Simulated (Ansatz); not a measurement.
Reaction (ligand exchange at the Si–Br bond): `CN(C)[Si]Br` + `CNC` → `CN(C)[Si]N(C)C` + HBr

Isolated molecules relaxed with PBE0-D4/def2-TZVP in Ansatz; ΔE leaves out vibrations. CCSD(T)/CBS adds triple-zeta CCSD(T) − MP2 to the extrapolated MP2 energy (def2 sets, frozen cores). Functionals use def2-TZVPP. HSE06 is defined as in plane-wave codes. For Br outer-core shells are correlated without core-valence functions, which leaves a few kJ/mol of doubt a bond. Scalar relativity is left out up to krypton. One conformer a species, not always the lowest.

`CN(C)[Si]Br`:

```xyz
11

C    -0.126   -0.728    0.896
N     0.177    0.296   -0.077
C    -0.522    0.091   -1.334
Si    1.187    1.674   -0.021
Br    2.039    1.564    2.098
H     0.413   -0.547    1.823
H    -1.201   -0.746    1.109
H     0.154   -1.716    0.511
H    -1.607    0.100   -1.183
H    -0.268    0.883   -2.043
H    -0.247   -0.871   -1.781
```

`CNC`:

```xyz
10

C     0.291   -1.047    0.529
N     0.652    0.108   -0.260
C    -0.485    0.936   -0.591
H     1.188   -1.608    0.800
H    -0.345   -1.710   -0.066
H    -0.260   -0.805    1.454
H     1.345    0.657    0.232
H    -1.162    0.380   -1.245
H    -0.154    1.823   -1.136
H    -1.070    1.266    0.285
```

`CN(C)[Si]N(C)C`:

Z-matrix (Å, degrees):
```
C
N 1 1.446
H 1 1.094 2 110.0
H 1 1.098 2 111.6 3 119.5
H 1 1.098 2 111.3 3 -120.0
C 2 1.443 1 112.7 3 173.8
Si 2 1.730 1 116.9 3 0.8
H 6 1.089 2 110.8 1 -167.5
H 6 1.098 2 110.0 1 -48.5
H 6 1.099 2 112.5 1 70.8
N 7 1.730 2 104.5 1 -161.5
C 11 1.443 7 129.9 2 26.9
C 11 1.446 7 116.9 2 -161.5
H 12 1.098 11 110.0 7 123.3
H 12 1.099 11 112.5 7 -117.3
H 12 1.089 11 110.8 7 4.3
H 13 1.098 11 111.6 7 120.3
H 13 1.094 11 110.0 7 0.8
H 13 1.098 11 111.3 7 -119.2
```

HBr:

Z-matrix (Å, degrees):
```
Br
H 1 1.420
```

CCSD(T)/CBS gives +59.6 kJ/mol.

Problem. Another level gave +56.3 kJ/mol. Which?
A. HSE06/def2-TZVPP
B. revPBE-D4/def2-TZVPP
C. PBE-QIDH/def2-TZVPP
D. revPBE/def2-TZVPP

Solution. B. revPBE-D4 56.3, revPBE 77.4, HSE06 70.3, PBE-QIDH 62.6 kJ/mol.

Largest T1 diagnostic among the species: 0.013.

Leaving LDA and LC-ωPBE aside and taking each functional with its dispersion term where it has one, the values, not all of them listed here, spread over 9.3 kJ/mol, from CAM-B3LYP-D4 to B2PLYP. LDA lies −19.0 kJ/mol from PBE without D4. In def2-TZVPP, CCSD(T) changes the Hartree–Fock value by −22.5 kJ/mol (the triples alone add −2.4 kJ/mol) and MP2 by −21.0 kJ/mol.
